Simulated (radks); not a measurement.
Isoelectronic series with 5 electrons, all held in the configuration [He] 2s2 2p1, which need not be the ground one along the series. All-electron calculation, non-relativistic Kohn-Sham, PBE, spin-polarised, spherical densities, point nucleus; open shells are filled with parallel spins first (spin-orbit coupling, left out, can overturn this in heavy ions). Program: a radial shooting solver on a logarithmic mesh with Libxc functionals. Total energies (hartree) and mean radii <r> (bohr) (* marks an orbital that is empty in some or all of the ions):

ion	E (hartree)	2p down*	2p up	2s down
B	-24.60538	2.368	2.255	1.971
O3+	-71.15409	0.9281	0.9131	0.9844
Si9+	-238.56414	0.4350	0.4318	0.4946
Cl12+	-359.40052	0.3445	0.3425	0.3963
Ca15+	-504.98834	0.2852	0.2839	0.3307
V18+	-675.32699	0.2434	0.2424	0.2837
Fe21+	-870.41617	0.2123	0.2116	0.2484
Cu24+	-1090.25569	0.1883	0.1877	0.2210
Ge27+	-1334.84547	0.1692	0.1687	0.1990
Br30+	-1604.18543	0.1536	0.1532	0.1810
Sr33+	-1898.27552	0.1406	0.1403	0.1659
Nb36+	-2217.11573	0.1296	0.1294	0.1532
Ru39+	-2560.70601	0.1203	0.1200	0.1423
Ag42+	-2929.04637	0.1122	0.1120	0.1329
Sn45+	-3322.13679	0.1051	0.1049	0.1246
I48+	-3739.97725	0.09886	0.09870	0.1173
